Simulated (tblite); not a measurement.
C₃H₉B₂ClSi.
Numbering: `[Cl:1][B:2]1[BH:3][CH2:4][SiH2:5][CH2:6][CH2:7]1` (hydrogens: H8 on B3; H9, H10 on C4; H11, H12 on Si5; H13, H14 on C6; H15, H16 on C7)

Computed with GFN2-xTB (tblite), gas phase: L-BFGS steps from a force-field or distance-geometry start until the largest atomic force falls under 0.01 eV/Å.

Step 43: E = -537.5222 eV
```
atom  x, y, z in Å  |  force x, y, z in eV/Å
Cl1    -1.4697    2.5278   -1.6654   -0.008  -0.031  -0.014
B2     -0.7418    1.4106   -0.5773    0.012   0.042   0.010
B3      0.7219    1.5079    0.1694   -0.051   0.012  -0.004
C4      1.7450    0.3787   -0.1051    0.009  -0.069   0.021
Si5     0.8402   -1.1169    0.7073    0.054   0.015   0.023
C6     -0.8113   -1.1970   -0.2312    0.037  -0.019   0.011
C7     -1.6050    0.1222   -0.1722    0.001  -0.012   0.006
H8      0.9329    2.2042    1.0922    0.000   0.044   0.024
H9      2.7335    0.5133    0.3232    0.050  -0.037   0.009
H10     1.8597    0.0988   -1.1512    0.043   0.020  -0.002
H11     0.6299   -0.9446    2.1536   -0.004   0.014  -0.040
H12     1.6393   -2.3323    0.4924   -0.013   0.019  -0.020
H13    -0.5949   -1.4341   -1.2752   -0.056   0.017  -0.031
H14    -1.4356   -2.0109    0.1395   -0.024   0.002   0.011
H15    -2.5122    0.0199   -0.7729   -0.031  -0.023  -0.019
H16    -1.9394    0.2614    0.8614   -0.021   0.006   0.017
```

Step 44: E = -537.5231 eV
```
atom  x, y, z in Å  |  force x, y, z in eV/Å
Cl1    -1.4716    2.5232   -1.6702    0.004  -0.025  -0.006
B2     -0.7425    1.4130   -0.5754    0.011   0.018   0.008
B3      0.7237    1.5100    0.1706   -0.064  -0.010  -0.005
C4      1.7461    0.3786   -0.1041    0.017  -0.052   0.004
Si5     0.8410   -1.1175    0.7052    0.049   0.022   0.023
C6     -0.8122   -1.1949   -0.2307    0.043  -0.038   0.005
C7     -1.6069    0.1236   -0.1713    0.015  -0.024   0.009
H8      0.9348    2.2029    1.0964   -0.002   0.043   0.012
H9      2.7356    0.5106    0.3236    0.039  -0.027   0.022
H10     1.8643    0.1004   -1.1504    0.025   0.023  -0.005
H11     0.6294   -0.9410    2.1506   -0.002   0.006  -0.033
H12     1.6408   -2.3329    0.4906   -0.020   0.024  -0.019
H13    -0.6002   -1.4335   -1.2749   -0.040   0.020  -0.043
H14    -1.4355   -2.0093    0.1407   -0.032   0.001   0.022
H15    -2.5123    0.0172   -0.7748   -0.019   0.002   0.000
H16    -1.9420    0.2587    0.8627   -0.027   0.018   0.005
```

Step 45: E = -537.5238 eV
```
atom  x, y, z in Å  |  force x, y, z in eV/Å
Cl1    -1.4729    2.5199   -1.6727    0.008  -0.015  -0.007
B2     -0.7431    1.4148   -0.5742    0.003  -0.016   0.013
B3      0.7245    1.5117    0.1710   -0.046  -0.043  -0.010
C4      1.7472    0.3777   -0.1026    0.021  -0.011  -0.011
Si5     0.8426   -1.1180    0.7036    0.023   0.016   0.009
C6     -0.8120   -1.1941   -0.2305    0.025  -0.037  -0.001
C7     -1.6082    0.1240   -0.1702    0.021  -0.027   0.010
H8      0.9368    2.2038    1.0970   -0.004   0.046   0.011
H9      2.7371    0.5078    0.3258    0.023  -0.017   0.024
H10     1.8687    0.1018   -1.1493    0.014   0.022  -0.003
H11     0.6286   -0.9381    2.1472    0.000   0.002  -0.012
H12     1.6416   -2.3334    0.4888   -0.018   0.018  -0.017
H13    -0.6048   -1.4324   -1.2757   -0.026   0.018  -0.037
H14    -1.4357   -2.0078    0.1421   -0.025   0.000   0.023
H15    -2.5131    0.0147   -0.7757    0.004   0.019   0.018
H16    -1.9448    0.2566    0.8640   -0.022   0.024  -0.009
```

Task: Estimate the geometry and energy of step 46. (The exact step hangs on the optimiser's Hessian estimate; all steps are aligned on step 45, rigid shifts and turns removed.)

Result: E = -537.5242 eV, largest force 0.052 eV/Å
```
atom  x, y, z in Å  |  force x, y, z in eV/Å
Cl1    -1.4714    2.5172   -1.6756    0.008  -0.011  -0.006
B2     -0.7431    1.4153   -0.5731   -0.010  -0.037   0.009
B3      0.7240    1.5115    0.1721   -0.013  -0.050   0.002
C4      1.7483    0.3772   -0.1023    0.018   0.023  -0.013
Si5     0.8441   -1.1176    0.7026   -0.004   0.008  -0.009
C6     -0.8116   -1.1944   -0.2303    0.001  -0.024  -0.006
C7     -1.6089    0.1237   -0.1694    0.019  -0.020   0.009
H8      0.9370    2.2029    1.0993   -0.009   0.037   0.000
H9      2.7385    0.5061    0.3267    0.011  -0.009   0.023
H10     1.8711    0.1042   -1.1496    0.009   0.018  -0.004
H11     0.6284   -0.9353    2.1447    0.000  -0.001   0.004
H12     1.6420   -2.3330    0.4875   -0.012   0.009  -0.016
H13    -0.6084   -1.4315   -1.2769   -0.017   0.012  -0.021
H14    -1.4365   -2.0067    0.1438   -0.011  -0.003   0.018
H15    -2.5139    0.0134   -0.7756    0.022   0.025   0.025
H16    -1.9473    0.2559    0.8646   -0.014   0.022  -0.015
```

The energy changes by -0.0004 eV. The first-order estimate −F·Δx gives -0.0006 eV and the mean of the old and new forces, exact on a quadratic surface, -0.0004 eV. The step makes an angle of 64° with the force vector and moves no atom by more than 0.004 Å.

The cost below is that of the whole relaxation. Hardware: an Arm Neoverse N1 with one thread, shared host with 64 logical CPUs at a one-minute load of 60. Cost: 1.1 s of wall time.
